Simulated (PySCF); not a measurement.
A structure optimised at B3LYP-D3(BJ)/def2-SVP, used in a PySCF frequency run:

```
C
H 1 1.1037
H 1 1.1064 2 106.75
Si 1 1.8894 2 108.70 3 116.86
H 4 1.4921 1 110.25 2 60.57
H 4 1.4924 5 108.52 1 -120.70
H 4 1.4929 5 108.67 6 -117.89
Si 1 1.8934 2 108.70 3 -116.49
H 8 1.4963 1 111.02 2 177.06
H 8 1.4972 9 109.73 1 124.09
```
Charge 0, spin multiplicity 2.

**Question.** Write its SMILES and formula.

**Answer.** [SiH2]C[SiH3], CH7Si2

**Question.** What are its rotational constants (standard atomic weights)?

**Answer.** 20.373, 2.9034, 2.7002 GHz
